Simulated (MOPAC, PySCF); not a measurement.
Constitutional and geometric isomers with formula CH4S2. All species are isolated molecules in the gas phase. One relaxed conformer stands for each flexible species; it need not be the lowest. Strings in code marks are SMILES.

Quantity: electronic energy of isomers of CH4S2 relative to `CSS` (C–S–S–H torsion 88°), in kcal/mol. Semi-empirical values (MOPAC) are differences of heats of formation.

Level 1: PBE-D3(BJ)/def2-TZVP // r2SCAN-D4/def2-TZVP (PySCF)
Level 2: BP86/6-31G* // r2SCAN-D4/def2-TZVP (PySCF)
Level 3: HF/STO-3G // r2SCAN-D4/def2-TZVP (PySCF)
Level 4: AM1 // r2SCAN-D4/def2-TZVP (MOPAC)

| species | level 1 | level 2 | level 3 | level 4 |
|---|---|---|---|---|
| `SCS` (H–S–C–S torsion 70°, S–C–S–H torsion -70°) | 8.47 | 6.80 | 6.73 | 2.13 |
